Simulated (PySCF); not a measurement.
**Dipole moment and polarisability across levels of theory**

Species: BGeH6N.
Numbering: `[BH2:1][NH:2][GeH3:3]` (hydrogens: H4, H5 on B1; H6 on N2; H7, H8, H9 on Ge3)

PySCF, dipoles from the SCF density, polarisabilities from static response with core orbitals frozen. Isolated species at its PBE0-D3(BJ)/def2-SVP geometry, gas phase. Relativistic effects, spin–orbit coupling among them, are left out although an element past zinc is present.

The anisotropy is √(½[(α1 − α2)² + (α2 − α3)² + (α3 − α1)²]).

| level | μ (D) | α (Å³) | anisotropy (Å³) |
| --- | --- | --- | --- |
| LDA/def2-SVPD | 1.878 | 8.79 | 3.14 |
| PBE/def2-SVPD | 1.830 | 8.58 | 3.09 |
| B3LYP/def2-SVPD | 1.750 | 8.31 | 2.79 |
| PBE0/def2-SVPD | 1.759 | 8.23 | 2.77 |
| BHandHLYP/def2-SVPD | 1.667 | 7.96 | 2.50 |
| CAM-B3LYP/def2-SVPD | 1.747 | 8.18 | 2.62 |
| wB97X-D/def2-SVPD | 1.724 | 8.17 | 2.59 |
| LC-wPBE/def2-SVPD | 1.751 | 7.97 | 2.51 |
| HF/def2-SVPD | 1.533 | 7.57 | 2.13 |
| PBE0/6-31G* | 1.876 | 6.63 | 3.03 |
| PBE0/def2-SVP | 1.880 | 7.18 | 3.01 |
| PBE0/aug-cc-pVDZ | 1.745 | 8.37 | 2.81 |
| PBE0/def2-TZVP | 1.767 | 7.94 | 2.86 |
| PBE0/def2-TZVPD | 1.735 | 8.33 | 2.79 |
| PBE0/aug-cc-pVTZ | 1.731 | 8.39 | 2.79 |

The dipole runs from 1.53 D (HF/def2-SVPD) to 1.88 D (PBE0/def2-SVP). No reference polarisability is at hand; against PBE0 in the largest diffuse basis at hand (aug-cc-pVTZ) the other PBE0 rows deviate by 6-31G* -21%, def2-SVP -14%, def2-SVPD -2%, aug-cc-pVDZ 0%, def2-TZVP -5%, def2-TZVPD -1%. In one basis (def2-SVPD) the functionals order the polarisability from HF (lowest) to LDA (highest), a spread of 16%. With PBE0 the polarisability is 7.25 Å³ without diffuse functions (mean of 6-31G*, def2-SVP and def2-TZVP) and 8.33 Å³ with them (mean of def2-SVPD, aug-cc-pVDZ, def2-TZVPD and aug-cc-pVTZ).

Without π bonds the low states are Rydberg-like; a valence basis with one diffuse set may place them up to an eV too high.
